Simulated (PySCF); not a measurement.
# Ionising LiTl

PBE0; PySCF, scalar-relativistic core potentials, basis sets Li def2-SVP, Tl def2-SVP with ECP60. Neutral (UKS): singlet (closed shell), Re = 3.044 Å, ωe = 254 cm⁻¹, De = 0.87 eV, HOMO -3.50 eV, LUMO -1.60 eV.

LiTl⁺ (UKS): doublet (σ ↑), Re = 3.317 Å, ωe = 165 cm⁻¹. The energies at the minima are -179.98654 hartree for LiTl and -179.80284 for LiTl⁺.

(1) Work out the adiabatic ionisation energy, without and with harmonic zero-point energies (1 hartree = 27.2114 eV, 1 eV = 8065.5 cm⁻¹), and the change of the bond length.

Closed-shell solutions of metal pairs were not tested for spin polarisation, which can lower them a little. Spin–orbit coupling is left out, which matters for elements this heavy, above all for dissociation energies. States were picked by a PBE0 search and need not be the measured ground states.

## Answers

(1) At PBE0: 0.18370 hartree = 4.999 eV between the minima; the zero-point term (165.0 − 254.0)/2 cm⁻¹ = -0.006 eV makes it 4.993 eV. Re changes by +27.3 pm against the neutral. Minus the HOMO energy is 3.50 eV, -1.50 eV from the value between the minima; self-interaction puts the Kohn–Sham level too high, less so with exact exchange. The electron leaves a σ orbital, and the longer bond of the ion fits a bonding orbital, or a change in how ionic the bond is.
